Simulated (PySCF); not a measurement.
Ga(OH)2(SeH) (GaH₃O₂Se), SMILES [Ga]([SeH])([OH])[OH].

Geometry: PBE-D3(BJ)/def2-SVP. The structure was generated by enumeration; whether it is a known compound was not checked. One conformer was computed; it need not be the lowest.

Two levels are set side by side: TDA-PBE/def2-SVPD (PySCF) and TDA-M06-2X/def2-SVPD (PySCF). Vertical, same geometry. The lowest singlet is HOMO→LUMO 100 % with PBE and HOMO→LUMO 78 %, HOMO→LUMO+1 12 % with the other functional; states are paired by order. Differences are taken from unrounded values.

```tsv
quantity	TDA-M06-2X
lowest singlet excitation (eV)	5.19
lowest triplet excitation (TDA) (eV)	4.89
first bright state (f over 0.05) (eV)	7.14
its oscillator strength	0.28
```

**Question.** What does TDA-PBE give, and how far is it from TDA-M06-2X? (An estimate is asked for; the answer gives what the named calculation found.)

**Answer.** 
```
quantity                               TDA-PBE  TDA-PBE minus TDA-M06-2X
-------------------------------------  -------  ------------------------
lowest singlet excitation (eV)            4.28                     -0.90
lowest triplet excitation (TDA) (eV)      3.99                     -0.90
first bright state (f over 0.05) (eV)     6.38                     -0.76
its oscillator strength                   0.30                      0.01
```

A lower first singlet is the usual sign of a functional without exact exchange. Differences between two approximate levels are no errors against the true value.

Rough cost on one machine, each run with all the roots and properties that it gave: TDA-M06-2X against TDA-PBE about 8 times.
